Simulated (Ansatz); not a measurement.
Ansatz (a quantum-chemistry and plane-wave program) input (HF/6-31G*):

Ansatz 0.2 input:
```yaml
crystal:
  periodic: [false, false, false]
  atoms:
    - {symbol: O, position_ang: [-2.08852983, 0.33242668, 0.36883049]}
    - {symbol: C, position_ang: [-0.97231675, 0.15476151, 0.17170933]}
    - {symbol: B, position_ang: [0.48855417, -0.07776209, -0.08627776]}
    - {symbol: F, position_ang: [1.21906061, 0.89192279, -0.58126210]}
    - {symbol: F, position_ang: [1.01420254, -1.24738636, 0.18687197]}
basis:
  gaussian:
    orbitals: 6-31G*
hamiltonian:
  xc: {name: HF}
magnetization: {spin_polarized: true, initial_magnetization: 1}
phonons: {temperatures: {t_min: 298.15, t_max: 298.15, t_step: 100}}
```

Output:

```
Functional definition: HF
integrals: 0.02 GiB planned
725 factors; integrals over basis functions are off by at most 3.0e-4 eV
mean field: 0.20 GiB planned
mean field evaluation 1: about -9150.1555 eV, gradient 2.8e1 eV
mean field evaluation 2: about -9150.1575 eV, gradient 2.8e1 eV
mean field evaluation 4: about -9153.1805 eV, gradient 2.9e0 eV
mean field evaluation 8: about -9153.2312 eV, gradient 5.2e-2 eV
mean field evaluation 16: about -9152.7254 eV, gradient 1.7e0 eV
mean field evaluation 32: about -9152.1228 eV, gradient 1.5e-1 eV
mean field -9153.23133105 eV, -336.3750471331 hartree, gradient 2.0e-5 eV, S^2 0.757409; 0 other end points of the search recorded, 0 dependent functions left out
the calculation of the forces begins
reference -9153.23133105 eV, -336.3750471331 hartree; 19, 18 occupied and 56, 57 virtual orbitals, 725 factors
these checks for a lower state are left out or cut short: stability, starts, cluster_reference, orbital_swaps, neighbouring_geometries, increment
integrals: 0.02 GiB planned
725 factors; integrals over basis functions are off by at most 3.0e-4 eV
mean field: 0.20 GiB planned
mean field -9153.23120179 eV, -336.3750423827 hartree, gradient 1.9e-6 eV, S^2 0.757396; 0 other end points of the search recorded, 0 dependent functions left out
the calculation of the forces begins
reference -9153.23120179 eV, -336.3750423827 hartree; 19, 18 occupied and 56, 57 virtual orbitals, 725 factors
these checks for a lower state are left out or cut short: stability, starts, cluster_reference, orbital_swaps, neighbouring_geometries, increment
integrals: 0.02 GiB planned
725 factors; integrals over basis functions are off by at most 3.0e-4 eV
mean field: 0.20 GiB planned
mean field -9153.23120100 eV, -336.3750423537 hartree, gradient 1.6e-6 eV, S^2 0.757422; 0 other end points of the search recorded, 0 dependent functions left out
the calculation of the forces begins
reference -9153.23120100 eV, -336.3750423537 hartree; 19, 18 occupied and 56, 57 virtual orbitals, 725 factors
these checks for a lower state are left out or cut short: stability, starts, cluster_reference, orbital_swaps, neighbouring_geometries, increment
integrals: 0.02 GiB planned
725 factors; integrals over basis functions are off by at most 3.0e-4 eV
mean field: 0.20 GiB planned
mean field evaluation 64: about -9153.2279 eV, gradient 1.2e-4 eV
mean field -9153.23115127 eV, -336.3750405262 hartree, gradient 1.7e-6 eV, S^2 0.757430; 0 other end points of the search recorded, 0 dependent functions left out
the calculation of the forces begins
reference -9153.23115127 eV, -336.3750405262 hartree; 19, 18 occupied and 56, 57 virtual orbitals, 725 factors
these checks for a lower state are left out or cut short: stability, starts, cluster_reference, orbital_swaps, neighbouring_geometries, increment
integrals: 0.02 GiB planned
725 factors; integrals over basis functions are off by at most 3.0e-4 eV
mean field: 0.20 GiB planned
mean field -9153.23115102 eV, -336.3750405171 hartree, gradient 1.9e-6 eV, S^2 0.757387; 0 other end points of the search recorded, 0 dependent functions left out
the calculation of the forces begins
reference -9153.23115102 eV, -336.3750405171 hartree; 19, 18 occupied and 56, 57 virtual orbitals, 725 factors
these checks for a lower state are left out or cut short: stability, starts, cluster_reference, orbital_swaps, neighbouring_geometries, increment
integrals: 0.02 GiB planned
725 factors; integrals over basis functions are off by at most 3.0e-4 eV
mean field: 0.20 GiB planned
mean field -9153.23118701 eV, -336.3750418397 hartree, gradient 1.6e-6 eV, S^2 0.757400; 0 other end points of the search recorded, 0 dependent functions left out
the calculation of the forces begins
reference -9153.23118701 eV, -336.3750418397 hartree; 19, 18 occupied and 56, 57 virtual orbitals, 725 factors
these checks for a lower state are left out or cut short: stability, starts, cluster_reference, orbital_swaps, neighbouring_geometries, increment
integrals: 0.02 GiB planned
725 factors; integrals over basis functions are off by at most 3.0e-4 eV
mean field: 0.20 GiB planned
mean field -9153.23118082 eV, -336.3750416121 hartree, gradient 1.6e-6 eV, S^2 0.757418; 0 other end points of the search recorded, 0 dependent functions left out
the calculation of the forces begins
reference -9153.23118082 eV, -336.3750416121 hartree; 19, 18 occupied and 56, 57 virtual orbitals, 725 factors
these checks for a lower state are left out or cut short: stability, starts, cluster_reference, orbital_swaps, neighbouring_geometries, increment
integrals: 0.02 GiB planned
725 factors; integrals over basis functions are off by at most 3.0e-4 eV
mean field: 0.20 GiB planned
mean field evaluation 96: about -9153.2312 eV, gradient 1.6e-6 eV
mean field -9153.23122407 eV, -336.3750432016 hartree, gradient 1.6e-6 eV, S^2 0.757411; 0 other end points of the search recorded, 0 dependent functions left out
the calculation of the forces begins
reference -9153.23122407 eV, -336.3750432016 hartree; 19, 18 occupied and 56, 57 virtual orbitals, 725 factors
these checks for a lower state are left out or cut short: stability, starts, cluster_reference, orbital_swaps, neighbouring_geometries, increment
integrals: 0.02 GiB planned
725 factors; integrals over basis functions are off by at most 3.0e-4 eV
mean field: 0.20 GiB planned
mean field -9153.23121777 eV, -336.3750429701 hartree, gradient 1.6e-6 eV, S^2 0.757406; 0 other end points of the search recorded, 0 dependent functions left out
the calculation of the forces begins
reference -9153.23121777 eV, -336.3750429701 hartree; 19, 18 occupied and 56, 57 virtual orbitals, 725 factors
these checks for a lower state are left out or cut short: stability, starts, cluster_reference, orbital_swaps, neighbouring_geometries, increment
integrals: 0.02 GiB planned
725 factors; integrals over basis functions are off by at most 3.0e-4 eV
mean field: 0.20 GiB planned
mean field -9153.23129431 eV, -336.3750457830 hartree, gradient 1.8e-6 eV, S^2 0.757409; 0 other end points of the search recorded, 0 dependent functions left out
the calculation of the forces begins
reference -9153.23129431 eV, -336.3750457830 hartree; 19, 18 occupied and 56, 57 virtual orbitals, 725 factors
these checks for a lower state are left out or cut short: stability, starts, cluster_reference, orbital_swaps, neighbouring_geometries, increment
integrals: 0.02 GiB planned
725 factors; integrals over basis functions are off by at most 3.0e-4 eV
mean field: 0.20 GiB planned
mean field -9153.23129888 eV, -336.3750459506 hartree, gradient 1.7e-6 eV, S^2 0.757408; 0 other end points of the search recorded, 0 dependent functions left out
the calculation of the forces begins
reference -9153.23129888 eV, -336.3750459506 hartree; 19, 18 occupied and 56, 57 virtual orbitals, 725 factors
WARN: phonons: modes at or below zero, which the zero-point energy, F, S and C_V leave out: 1, the lowest at -213.12 cm⁻¹ …
Total energy: -9153.23133105 eV, -336.3750471331 hartree
Atom 0 at    -2.088530     0.332427     0.368830 Å, force     0.000332    -0.000053    -0.000059 eV/Å
Atom 1 at    -0.972317     0.154762     0.171709 Å, force     0.000071    -0.000011    -0.000013 eV/Å
Atom 2 at     0.488554    -0.077762    -0.086278 Å, force     0.002268    -0.000361    -0.000400 eV/Å
Atom 3 at     1.219061     0.891923    -0.581262 Å, force    -0.001247     0.001136    -0.000096 eV/Å
Atom 4 at     1.014203    -1.247386     0.186872 Å, force    -0.001424    -0.000711     0.000567 eV/Å
Dipole moment:     0.038482    -0.006125    -0.006796 e Å
Vibrations: -213.12 199.16 442.61 514.34 633.20 777.09 1350.82 1540.73 2358.21 cm⁻¹, zero-point energy 0.484541 eV
```

The blocks after the first are displaced geometries, from whose forces the wavenumbers follow.
